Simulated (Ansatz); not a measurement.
Geometry optimisation, UKS B3LYP-D4/6-31G* in Ansatz.

The input (input.yaml):

```yaml
crystal:
  periodic: [false, false, false]
  atoms:
    - { symbol: B, position_ang: [0.0, 0.0, 0.0] }
    - { symbol: F, position_ang: [0.0, 0.0, 1.57] }
    - { symbol: F, position_ang: [1.1431, 0.0, -0.66] }
    - { symbol: "N", position_ang: [-1.3423, 0.0, -0.775] }
    - { symbol: H, position_ang: [-2.0112, -0.8164, -0.6764] }
    - { symbol: H, position_ang: [-1.5914, 0.8164, -1.4036] }
    - { symbol: O, position_ang: [0.0, 0.0, 3.1] }
    - { symbol: H, position_ang: [-0.5144, -0.8011, 3.4371] }
magnetization:
  spin_polarized: true
  initial_magnetization: 1
basis:
  gaussian: { orbitals: "6-31G*" }
hamiltonian:
  xc: b3lyp
  dispersion: d4
relax:
  f_tol: 0.15
  max_steps: 25
  restrain:
    - { distance: [1, 6], at: 2.43, k: 30.0 }
    - { distance: [0, 1], at: 1.32, k: 30.0 }
output:
  orbitals: {}
```

Launched with:

```bash
$ ansatz run input.yaml --threads 2 --pin off --max-ram 3072MiB --backend cpu --events-out ev --progress --plain --runs-dir out
```

Question: Where does it end, and by what steps?

Answer: It converged. The restraints hold the end off the free minimum; the threshold counts their pulls, which the force column leaves out. Restrained pairs: F2–O7 (1.53 → 2.44 Å), B1–F2 (1.57 → 1.34 Å). After 20 steps the energy has fallen by 4.659 eV (the restraints' own energy left out); F2 moved furthest, 1.47 Å. The start is strongly strained (largest force component 14 eV/Å).

```
step  energy less start (eV)  largest force component (eV/Å)  accepted
   0                  0.0000                          13.679       yes
   1                 -3.0505                           4.774       yes
   2                 -3.6730                           2.950       yes
   3                 -4.0783                           0.801       yes
   4                 -4.3734                           0.601       yes
   5                 -4.5207                           0.345       yes
   6                 -4.5558                           0.304       yes
   7                 -4.5636                           0.380       yes
   8                 -4.4829                           2.484        no
   9                 -4.5737                           0.349       yes
  10                 -4.5817                           0.429       yes
  11                 -4.5894                           0.871       yes
  12                 -4.5962                           0.707       yes
  13                 -4.6111                           0.354       yes
  14                 -4.6250                           0.411       yes
  15                 -4.5928                           1.435        no
  16                 -4.6343                           0.415       yes
  17                 -4.6415                           0.452       yes
  18                 -4.6463                           0.431       yes
  19                 -4.6591                           0.401       yes
  20                 -4.6593                           0.465       yes
```

```xyz
8
Properties=species:S:1:pos:R:3
B -0.012 -0.262 0.105
F 0.158 -1.311 0.914
F 1.067 0.458 -0.207
N -1.259 -0.004 -0.480
H -2.094 -0.479 -0.172
H -1.426 0.822 -1.034
O -0.732 0.267 2.546
H -0.018 -0.292 2.919
```

Run time: 100 s on 2 threads of Arm Neoverse V2, with other jobs on the host, peak memory 0.22 GiB.
